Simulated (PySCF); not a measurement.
PbClI, SMILES [Cl][Pb][I] (connectivity only; charge and spin as stated), neutral, multiplicity 1.

Coordinates come from a PBE-D3(BJ)/def2-SVP optimisation. The def2 effective core potentials stand for the cores of I, Pb; spin–orbit coupling is left out.

Level of theory: C-PCM-ωB97X/def2-SVP run with PySCF.

The values are the electrostatic part of the solvation free energy, E(continuum) − E(gas) at the gas-phase geometry, in a cavity of scaled van der Waals radii (PySCF's table); cavitation and dispersion terms are not included. A continuum can't describe solvent molecules that bind to the metal. In vacuum the orbital gap is 7.90 eV. The dipole moment in vacuum is 4.64 D.

| solvent | ε | ΔG(elec) (kcal/mol) | dipole (D) | gap (eV) |
|---|---|---|---|---|
| water | 78.36 | -12.6 | 7.09 | 8.64 |
| acetone | 20.49 | -12.0 | 6.96 | 8.61 |
| n-hexane | 1.88 | -5.0 | 5.59 | 8.20 |
